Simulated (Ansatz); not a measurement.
C3H10NTa (`[CH3][Ta]([CH3])([CH3])=[NH]`). Charge 0, multiplicity 1. Ta: def2 effective core potential.

```json
{"atom": "C1", "x (Å)": "0.615", "y (Å)": "-0.737", "z (Å)": "-1.867"}
{"atom": "Ta2", "x (Å)": "0.203", "y (Å)": "-0.100", "z (Å)": "0.159"}
{"atom": "C3", "x (Å)": "0.253", "y (Å)": "2.055", "z (Å)": "0.351"}
{"atom": "C4", "x (Å)": "-1.649", "y (Å)": "-0.933", "z (Å)": "0.904"}
{"atom": "N5", "x (Å)": "1.496", "y (Å)": "-0.736", "z (Å)": "1.171"}
{"atom": "H6", "x (Å)": "0.656", "y (Å)": "-1.828", "z (Å)": "-1.953"}
{"atom": "H7", "x (Å)": "-0.173", "y (Å)": "-0.374", "z (Å)": "-2.542"}
{"atom": "H8", "x (Å)": "1.573", "y (Å)": "-0.349", "z (Å)": "-2.228"}
{"atom": "H9", "x (Å)": "1.215", "y (Å)": "2.472", "z (Å)": "0.036"}
{"atom": "H10", "x (Å)": "0.086", "y (Å)": "2.375", "z (Å)": "1.385"}
{"atom": "H11", "x (Å)": "-0.533", "y (Å)": "2.505", "z (Å)": "-0.273"}
{"atom": "H12", "x (Å)": "-1.658", "y (Å)": "-2.026", "z (Å)": "0.839"}
{"atom": "H13", "x (Å)": "-2.496", "y (Å)": "-0.553", "z (Å)": "0.315"}
{"atom": "H14", "x (Å)": "-1.825", "y (Å)": "-0.671", "z (Å)": "1.953"}
{"atom": "H15", "x (Å)": "2.235", "y (Å)": "-1.099", "z (Å)": "1.749"}
```

**Question.** What are the harmonic wavenumbers in cm⁻¹ at PBE0-D4/def2-TZVP (Ansatz, finite differences of forces, unscaled)? (An estimate is asked.)

**Answer.** Ansatz gave: 60, 77, 77, 137, 138, 143, 202, 202, 412, 478, 478, 526, 529, 529, 553, 553, 600, 601, 603, 998, 1189, 1189, 1196, 1405, 1414, 1414, 1417, 1417, 1426, 3005, 3005, 3007, 3089, 3089, 3091, 3109, 3110, 3110, 3686.

**Question.** Is this a minimum?

**Answer.** Yes, all 39 modes are real.

**Question.** Give the ideal-gas thermochemistry at 298.15 K and 1 bar (rigid rotor, harmonic oscillator; point group C3v, symmetry number 3).

**Answer.** Zero-point energy 306.6 kJ/mol; H(298) − E = 337.2 kJ/mol; entropy 415.8 J/(mol·K), of which translation 177.3, rotation 105.0, vibration 133.6; G(298) − E = 213.2 kJ/mol. Modes under 100 cm⁻¹ are hindered rotations or soft bends, so the harmonic entropy is rough.

**Question.** And at 400, 500, 600, 800 and 1000 K?

**Answer.** 
```csv
T (K),H − E (kJ/mol),S (J/mol/K),G − E (kJ/mol)
400,354.7,466.1,168.2
500,374.1,509.4,119.4
600,395.4,548.2,66.5
800,442.3,615.5,-50.1
1000,494.0,673.0,-179.1
```
